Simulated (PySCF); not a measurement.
Br3Sb, singlet, geometry from GFN2-xTB (core potentials on Sb); DF-HF/def2-SVP (PySCF).

PySCF was given this input:
```python
from pyscf import gto, scf

mol = gto.M(
    atom='''
Sb   -0.004140   -0.010644    0.885161
Br    0.534811   -2.115639   -0.452946
Br    1.572372    1.526862   -0.404293
Br   -2.101151    0.604288   -0.432567
''',
    basis='def2-svp',
    ecp={'Sb': 'def2-svp'},
    charge=0,
    spin=0,
    verbose=4,
)

mf = scf.UHF(mol)
mf = mf.density_fit(auxbasis='def2-universal-jkfit')
mf.kernel()
```

It wrote (shortened):

```
PySCF version 2.14.0

[INPUT] verbose = 4
[INPUT] num. atoms = 4
[INPUT] num. electrons = 128
[INPUT] charge = 0
[INPUT] spin (= nelec alpha-beta = 2S) = 0
[INPUT] symmetry False subgroup None
[INPUT] Mole.unit = angstrom
[INPUT] Symbol           X                Y                Z      unit          X                Y                Z       unit  Magmom
[INPUT]  1 Sb    -0.004140000000  -0.010644000000   0.885161000000 AA   -0.007823466156  -0.020114244870   1.672711866146 Bohr   0.0
[INPUT]  2 Br     0.534811000000  -2.115639000000  -0.452946000000 AA    1.010646318405  -3.997978288449  -0.855943889217 Bohr   0.0
[INPUT]  3 Br     1.572372000000   1.526862000000  -0.404293000000 AA    2.971352445935   2.885351010006  -0.764003044079 Bohr   0.0
[INPUT]  4 Br    -2.101151000000   0.604288000000  -0.432567000000 AA   -3.970599936356   1.141938820361  -0.817433160525 Bohr   0.0

nuclear repulsion = 1014.22730197709
number of shells = 46
number of NR pGTOs = 283
number of NR cGTOs = 122
basis = def2-svp
ecp = {'Sb': 'def2-svp'}

******** <class 'pyscf.df.df_jk.DFUHF'> ********
method = DFUHF
initial guess = minao
damping factor = 0
level_shift factor = 0
DIIS = <class 'pyscf.scf.diis.CDIIS'>
diis_start_cycle = 1
diis_space = 8
diis_damp = 0
SCF conv_tol = 1e-09
SCF conv_tol_grad = None
SCF max_cycles = 50
direct_scf = False
number electrons alpha = 64  beta = 64
Set gradient conv threshold to 3.16228e-05
******** <class 'pyscf.df.df.DF'> ********
auxbasis = def2-universal-jkfit
init E= -7926.48042612093
cycle= 1 E= -7954.67607671285  delta_E= -28.2  |g|= 1.39  |ddm|= 6.73
cycle= 2 E= -7955.30565744351  delta_E= -0.63  |g|= 0.84  |ddm|= 3.26
cycle= 3 E= -7955.67369040712  delta_E= -0.368  |g|= 0.0884  |ddm|= 1.17
cycle= 4 E= -7955.67778068258  delta_E= -0.00409  |g|= 0.029  |ddm|= 0.119
cycle= 5 E= -7955.67825343307  delta_E= -0.000473  |g|= 0.00692  |ddm|= 0.0415
cycle= 6 E= -7955.67832941795  delta_E= -7.6e-05  |g|= 0.00164  |ddm|= 0.0222
cycle= 7 E= -7955.67833372863  delta_E= -4.31e-06  |g|= 0.000581  |ddm|= 0.00449
cycle= 8 E= -7955.67833473841  delta_E= -1.01e-06  |g|= 0.000183  |ddm|= 0.00267
cycle= 9 E= -7955.67833483968  delta_E= -1.01e-07  |g|= 7.91e-05  |ddm|= 0.000888
cycle= 10 E= -7955.67833485922  delta_E= -1.95e-08  |g|= 5.12e-05  |ddm|= 0.000315
cycle= 11 E= -7955.67833487314  delta_E= -1.39e-08  |g|= 3.02e-05  |ddm|= 0.000328
cycle= 12 E= -7955.67833487904  delta_E= -5.9e-09  |g|= 1.26e-05  |ddm|= 0.000289
cycle= 13 E= -7955.67833487982  delta_E= -7.82e-10  |g|= 3.61e-06  |ddm|= 0.00012
Extra cycle  E= -7955.67833487985  delta_E= -2.91e-11  |g|= 2.29e-06  |ddm|= 1.03e-05
converged SCF energy = -7955.67833487985  <S^2> = 4.012719e-10  2S+1 = 1
```
